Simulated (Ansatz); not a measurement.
A nudged elastic band was laid between two geometries of H₈N₂Si₂ (12 atoms, charge 0, multiplicity 1).

These are results of RKS LDA/def2-SVP (Ansatz), not measurements.

- movable images: 7
- climbing image: yes
- spring: 5.0 eV/Å²
- optimiser: quadratic models (default)
- start path: IDPP
- force threshold: 0.03 eV/Å
- iteration limit: 60
- end points: relaxed

Initial state:

```xyz
12
Properties=species:S:1:pos:R:3
N -1.099 0.957 -0.611
N -0.099 0.104 -0.102
Si -0.113 -0.247 1.604
Si 0.959 -0.437 -1.377
H -2.042 0.569 -0.448
H -1.051 1.892 -0.176
H 1.030 -1.170 1.930
H -1.427 -0.884 1.997
H 0.003 1.032 2.402
H 1.645 0.725 -2.050
H 0.204 -1.210 -2.429
H 1.992 -1.333 -0.740
```

Final state:

```xyz
12
Properties=species:S:1:pos:R:3
N -1.208 0.971 -0.311
N -0.139 0.106 0.005
Si -0.127 -0.257 1.710
Si 0.905 -0.414 -1.288
H -1.856 0.534 -0.986
H -0.865 1.858 -0.713
H 1.042 -1.180 1.952
H -1.402 -0.938 2.137
H 0.039 0.993 2.537
H 1.536 0.783 -1.963
H 0.105 -1.137 -2.349
H 1.970 -1.319 -0.731
```

(1) Which bonds break or form, and what moves?

(2) What energy profile does the band end with?

(3) What is the geometry of the highest image?

(4) What are the harmonic wavenumbers there?

The band took 5 iterations and of the order of 80 core-seconds.

## Answers

(1) No bond is made or broken. The height of N1 over the plane of its neighbours goes from 0.36 to -0.36 Å. The two ends are copies of one structure, up to a mirror image or an exchange of like atoms. The height can change sign by an inversion or by a turn that exchanges like atoms.

(2) The run converged. The highest image is number 4 of 0 to 8, 13.2 kJ/mol above the ends, which have the same energy within 2 meV. A vibrational analysis at the climbing image gives one clearly imaginary mode, 627i cm⁻¹: a first-order saddle point.

```tsv
image	path coordinate (Å)	energy (kJ/mol)	height of N1 over the plane of its neighbours (Å)
0	0.00	0.0	0.36
1	0.14	0.5	0.34
2	0.29	2.4	0.29
3	0.43	8.9	0.16
4	0.57	13.2	0.00
5	0.71	8.9	-0.16
6	0.85	2.5	-0.29
7	1.00	0.5	-0.34
8	1.14	0.0	-0.36
```

(3) 
```xyz
12
Properties=species:S:1:pos:R:3
N -1.128 0.940 -0.444
N -0.108 0.093 -0.043
Si -0.109 -0.262 1.666
Si 0.937 -0.427 -1.341
H -2.027 0.550 -0.734
H -0.978 1.950 -0.447
H 1.045 -1.186 1.966
H -1.404 -0.920 2.074
H 0.034 1.005 2.475
H 1.589 0.759 -2.008
H 0.151 -1.168 -2.395
H 1.998 -1.334 -0.770
```

(4) 627i, 106, 170, 172, 208, 225, 386, 534, 583, 677, 677, 705, 867, 868, 871, 897, 916, 945, 1053, 1128, 1209, 1518, 2134, 2137, 2138, 2143, 2152, 2162, 3480, 3615 cm⁻¹.

Run time: 44 s on 2 threads of Arm Neoverse V2, on a shared host, peak memory 0.14 GiB.
